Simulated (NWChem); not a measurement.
# SnF2, singlet; SMILES [F][Sn][F]

Results from NWChem. Low-valent species are run as closed-shell singlets; no triplet was tried in these runs. All runs use the structure optimised with PBE0/def2-SVP. def2 effective core potentials on Sn; no spin-orbit coupling. Vertical excitations in the gas phase; the lowest state need not have the same character in each row.

| level | lowest excitation, singlet (eV) | oscillator strength of that lowest state | lowest triplet (eV) | orbital gap (eV) |
|---|---|---|---|---|
| PBE/def2-SVP, TDA | 4.56 | 0.078 | 3.43 | 3.90 |
| B3LYP/def2-SVP, TDA | 4.90 | 0.119 | 3.55 | 5.43 |
| CAM-B3LYP/def2-SVP, TDA | 5.04 | 0.146 | 3.53 | 8.12 |
| BHandHLYP/def2-SVP, TDA | [?] | [?] | 3.55 | [?] |

Question: Complete the blanks.

Answer: 
- BHandHLYP/def2-SVP, TDA, lowest excitation, singlet (eV): 5.33
- BHandHLYP/def2-SVP, TDA, oscillator strength of that lowest state: 0.197
- BHandHLYP/def2-SVP, TDA, orbital gap (eV): 7.69
